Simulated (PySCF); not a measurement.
## CeO: one state, many levels of theory

State: triplet, about 1.4 electrons in the 4f shell (Mulliken), real f orbitals that mix terms. Set-up: basis Ce x2c-SVPall, O x2c-SVPall; spin-free X2C with a Gaussian nucleus; PySCF 2.14. De refers to Ce (4f1 5d1 6s2) + O in their high-spin ground configurations, without counterpoise correction. The functionals are run spin-unrestricted. A positive dipole means Ce(−)O(+). Levels whose curve was spin-contaminated or gave no clean fit are not listed.

| Level | Re (Å) | ωe (cm⁻¹) | De (eV) | μ (D) |
| --- | --- | --- | --- | --- |
| UHF | 1.797 | 888 | n/a | -3.54 |
| UHF-CCSD | 1.802 | 882 | n/a | n/a |
| UHF-CCSD(T) | 1.813 | 852 | n/a | n/a |
| PBE | 1.800 | 855 | n/a | -2.91 |
| r²SCAN | 1.795 | 866 | n/a | -2.97 |
| PBE0 | 1.785 | 888 | n/a | -2.98 |
| B97-3 | 1.789 | 885 | 8.39 | -3.07 |
| M06-2X | 1.797 | 884 | n/a | -3.26 |
| LC-ωPBE | 1.771 | 918 | n/a | -2.38 |

The bond length runs from 1.771 Å (LC-ωPBE) to 1.813 Å (UHF-CCSD(T)).

Correlated steps freeze 19 core orbitals. These are scalar-relativistic numbers at best; spin–orbit coupling would shift them, the dissociation energy most. With d or f electrons several states lie close, and the lowest PBE0 determinant need not be the measured ground state.

The whole job (state search and all levels along the bond) took about 28 min on 2 threads of Arm Neoverse V1 (shared host), peak memory 3.8 GiB.
